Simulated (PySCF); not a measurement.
## Electron correlation in Mn²⁺ (manganese, charge +2)

[Ar] 3d5, high-spin 6S determinant. All numbers are calculated (PySCF 2.14, no relativity, point nucleus, in def2-TZVPPD). Frozen: [Ar]; 5 electrons correlated.

```json
{"level": "CCSD", "correlation energy (mhartree)": "-73.00"}
{"level": "(T)", "correlation energy (mhartree)": "-0.71"}
{"level": "CCSD(T)", "correlation energy (mhartree)": "-73.71"}
```

Diagnostics: T1 = 0.0043, D1 = 0.0061, largest double amplitude 0.017.

Cost of the coupled-cluster step: roughly 1.7 core-seconds, for 5 correlated electrons.

Iterations:

```
CC2 = 0
CCSD nocc = (np.int64(5), np.int64(0)), nmo = (58, 58)
frozen orbitals [[0, 1, 2, 3, 4, 5, 6, 7, 8], [0, 1, 2, 3, 4, 5, 6, 7, 8]]
max_cycle = 100
direct = 0
conv_tol = 1e-08
conv_tol_normt = 1e-06
diis_space = 8
diis_start_cycle = 0
Init t2, MP2 energy = -0.0679495804215417
Init E_corr(UCCSD) = -0.0679495804216181
cycle = 1  E_corr(UCCSD) = -0.0724474991793373  dE = -0.00449791876  norm(t1,t2) = 0.0128805
cycle = 2  E_corr(UCCSD) = -0.0729000548757762  dE = -0.000452555696  norm(t1,t2) = 0.00298626
cycle = 3  E_corr(UCCSD) = -0.0730033853087157  dE = -0.000103330433  norm(t1,t2) = 0.000953508
cycle = 4  E_corr(UCCSD) = -0.0729966008822774  dE = 6.78442644e-06  norm(t1,t2) = 4.73868e-05
cycle = 5  E_corr(UCCSD) = -0.0729963405936743  dE = 2.60288603e-07  norm(t1,t2) = 1.21708e-05
cycle = 6  E_corr(UCCSD) = -0.0729965032272689  dE = -1.62633595e-07  norm(t1,t2) = 9.46657e-07
cycle = 7  E_corr(UCCSD) = -0.0729965014169897  dE = 1.8102792e-09  norm(t1,t2) = 5.38653e-08
UCCSD converged
E(UCCSD) = -1149.160301884528  E_corr = -0.07299650141698973
UCCSD(T) correction = -0.000711911010519899
```
